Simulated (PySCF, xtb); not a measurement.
H3OSi, SMILES [OH+]=[SiH2], charge +1.

Geometry optimised at B3LYP-D3(BJ)/def2-TZVP. The isomer is the one that the SMILES or the coordinates give; other isomers of the formula were not compared.

The numbers are results of C-PCM-B3LYP/def2-TZVPD (PySCF 2.14.0), not measurements.

The values are the electrostatic part of the solvation free energy, E(continuum) − E(gas) at the gas-phase geometry, in a cavity of scaled van der Waals radii (PySCF's table); cavitation and dispersion terms are not included. In vacuum the orbital gap is 7.39 eV.

```
solvent      ε  ΔG(elec) (kcal/mol)  gap (eV)
-------  -----  -------------------  --------
water    78.36                -65.6      7.44
toluene   2.37                -38.4      7.42
ethanol  24.85                -63.7      7.44
```

For comparison, GFN2-xTB/ALPB(water) (xtb, at the GFN2-xTB geometry, all terms of that model) gives -61.9 kcal/mol.
